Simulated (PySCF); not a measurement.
## A search over the determinants of KAl

Unrestricted PBE0; PySCF, no relativity, basis sets K 3-21G, Al 3-21G. Outer shells of the fragments: K 4s1; Al 3s2 3p1.

Followed along the bond (rough minima from three points):

```csv
2Ms+1,unpaired,⟨S²⟩ at the start,R at minimum (Å),Te (eV)
3,"σ ↑, π ↑",2.00,3.49,0.00
1,none,0.00,3.72,0.09
1,"σ ↓, π ↑",1.00,3.58,0.18
3,π ↑↑,2.00,3.12,0.61
1,π ↑↓,1.00,3.14,0.83
```

Solutions found at the starting distance of 3.140 Å, counted from the lowest of them; the search is not exhaustive and high or unbound solutions are not listed, so other states can lie among these:

| 2Ms+1 | unpaired | term | E (eV) | ⟨S²⟩ | ⟨Lz²⟩ | μ (D) |
| --- | --- | --- | --- | --- | --- | --- |
| 3 | σ ↑, π ↑ | ³Π | 0.00 | 2.00 | 1.00 | -6.59 |
| 1 | σ ↓, π ↑ | mixed | 0.21 | 1.00 | 1.00 | -5.81 |
| 1 | none | ¹Σ⁺ | 0.27 | 0.00 | 0.00 | -3.96 |
| 3 | π ↑↑ | ³Σ⁻ | 0.52 | 2.00 | 0.00 | -9.41 |
| 1 | π ↑↓ | mixed | 0.74 | 1.00 | 2.00 | -8.88 |
| 3 | σ ↑↑ | ³Σ⁺ | 1.03 | 2.00 | 0.00 | 4.23 |
| 1 | none | mixed | 1.27 | 0.00 | 2.00 | -7.25 |
| 3 | π ↑↑ | mixed | 2.34 | 2.00 | 2.00 | 2.34 |

A term symbol is given only where ⟨S²⟩ and ⟨Lz²⟩ are close to those of a pure state; real π, δ and φ orbitals otherwise mix terms. A positive dipole means K(−)Al(+).

Q: Compare the gap between the two lowest followed solutions at the starting distance with the gap between their minima.

A: At PBE0 the second solution (singlet, closed shell) lies +0.27 eV from the first (triplet, unpaired electrons σ ↑, π ↑) at 3.140 Å and +0.09 eV at the minima; the two curves relax by different amounts, since their minima lie near 3.72 and 3.49 Å.

Counting both spins, an empty level lies below a filled one in some of these solutions, because spin and occupation are held. 3-21G is very small, so such numbers show the basis as much as the molecule.
